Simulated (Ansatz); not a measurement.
Reading a saddle point

A first-order saddle point of BH$_{5}$O$_{3}$, closed shell, PBE0-D4/def2-TZVP, with one imaginary mode of 1398i cm⁻¹:

```json
{"atom": "B1", "x (Å)": "-0.1637", "y (Å)": "0.0087", "z (Å)": "0.1560"}
{"atom": "H2", "x (Å)": "-0.4131", "y (Å)": "1.3123", "z (Å)": "-0.3333"}
{"atom": "O3", "x (Å)": "-1.2910", "y (Å)": "-0.7846", "z (Å)": "0.0569"}
{"atom": "O4", "x (Å)": "0.4852", "y (Å)": "0.0840", "z (Å)": "1.3788"}
{"atom": "H5", "x (Å)": "0.3922", "y (Å)": "0.9016", "z (Å)": "-0.9077"}
{"atom": "O6", "x (Å)": "0.9055", "y (Å)": "-0.1763", "z (Å)": "-1.0057"}
{"atom": "H7", "x (Å)": "-1.6440", "y (Å)": "-0.8585", "z (Å)": "-0.8301"}
{"atom": "H8", "x (Å)": "-0.0511", "y (Å)": "-0.2876", "z (Å)": "2.0817"}
{"atom": "H9", "x (Å)": "1.7800", "y (Å)": "-0.1996", "z (Å)": "-0.5966"}
```

Program: Ansatz 0.2.0. Basis: def2-TZVPP and def2-QZVPP. Cores are frozen in the correlated methods. Extrapolation: Hartree–Fock as exp(−7.88 √X), correlation as X^−2.97.

**Question.** Which contacts change along the imaginary mode, and what lies on either side? (A judgement: the text doesn't fix the answer.)

**Answer.** By the calculation: The step is BH₃O₂ ([OH][BH][OH]) + H₂O → BH₃O₃ ([OH][B]([OH])[OH]) + H₂, with the molecules in contact on both sides. Shortening one way: B1–O6, H2–H5; lengthening the same way: B1–H2, H5–O6.
```
 pair  one side (Å)  saddle (Å)  other side (Å)
B1–O6          3.84        1.59            1.37
H2–H5          4.05        1.07            0.75
B1–H2          1.20        1.41            3.81
H5–O6          0.96        1.20            2.73
```

**Question.** Which side is lower, and how far does the saddle lie above each? (Judge from chemistry; the value comes from the calculation.)

**Answer.** Computed: The side with B1–O6, H2–H5 short is lower by 0.882 eV; the saddle lies 2.497 eV above it and 1.615 eV above the other (CCSD(T) at an estimated basis limit (MP2 extrapolated from triple and quadruple zeta, plus CCSD(T) − MP2 in triple zeta); electronic energies).

T1 diagnostic: at most 0.013.

The step is the kind of ligand exchange by which a precursor binds to a hydroxyl group, or is hydrolysed, in atomic layer deposition of oxides.

Labels in which every atom is bracketed show which atoms are joined, not bond orders.

For scale, one of the runs: CCSD(T)/def2-TZVPP, 194 basis functions, launched by `ansatz run in.yaml --threads 4 --pin off --events-out ev --progress --plain --max-ram 9574MiB`. Time: 31 s of wall clock on 4 CPU threads of an Intel Xeon Platinum 8259CL; the host was shared. Peak host memory: 2.5 GiB.
